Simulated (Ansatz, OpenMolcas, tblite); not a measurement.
**CH4BFOSi (SMILES O=CB[SiH2]F): the dipole moment, rung by rung**

CH4BFOSi has 9 atoms, charge 0, and is taken as a singlet. SMILES: `O=CB[SiH2]F`. The coordinates come from a PBE0-D4/def2-TZVP relaxation. This is one conformer, not always the lowest.

```xyz
9

O    -0.7895    0.7804    1.7038
C    -0.1283    1.4421    0.9104
B     0.6281    0.1887    0.4958
Si   -0.0772   -1.0076   -0.9450
F    -1.3608   -0.3492   -1.6597
H    -0.2624    2.5250    0.7785
H     1.6087   -0.0849    1.1217
H     0.9640   -1.2026   -1.9919
H    -0.4942   -2.3381   -0.4309
```

Quantity: the dipole moment, in D. The values are calculated.

```csv
level,kind,program,value (D),CPU time
IPEA1-xTB,semi-empirical,tblite,2.41,under 2 s
GFN2-xTB,semi-empirical,tblite,1.91,under 2 s
HF/def2-SVP,Hartree–Fock,Ansatz,2.83,4.7 s
SVWN5/def2-SVP,LDA,OpenMolcas,2.00,26 s
BLYP/def2-SVP,GGA,OpenMolcas,2.00,33 s
TPSS/def2-SVP,meta-GGA,OpenMolcas,2.08,42 s
PBE0/def2-SVP,global hybrid,Ansatz,2.22,12 s
CAM-B3LYP/def2-SVP,range-separated hybrid,Ansatz,2.27,14 s
```

The values span 1.91 to 2.83 D. Times are those of the runs behind each value, whatever else they computed, on shared processors of several kinds: orders of magnitude only.
